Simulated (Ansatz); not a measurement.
Z-matrix (Å, degrees):
```
C
Ga 1 1.947
H 1 1.089 2 110.5
H 1 1.091 2 109.4 3 121.2
H 1 1.092 2 109.1 3 -120.6
Br 2 2.285 1 122.2 3 -174.8
Br 2 2.285 1 123.2 3 5.4
```

Charge 0, multiplicity 1.

(1) List the CAM-B3LYP/def2-TZVPP orbital energies in eV (the Gaussian-basis code of Ansatz). (Best estimate.)

Answers

(1) The calculation gave: Occupied: -13140.83, -13140.81, -10140.95, -1702.32, -1702.31, -1534.07, -1534.05, -1534.02, -1534.01, -1534.01, -1534.00, -1252.54, -1109.84, -1109.75, -1109.71, -279.22, -238.40, -238.39, -179.29, -179.28, -179.15, -179.13, -179.11, -179.10, -152.89, -106.37, -106.17, -106.06, -73.64, -73.62, -73.60, -73.59, -73.57, -73.56, -73.45, -73.45, -73.44, -73.44, -26.22, -26.08, -26.07, -26.01, -25.99, -23.24, -22.77, -21.51, -14.11, -13.57, -13.49, -11.06, -11.03, -10.33, -9.83, -9.67, -9.59. Lowest empty: -0.48, -0.11, 1.95, 2.39, 3.54, 3.55, 3.63, 4.82.
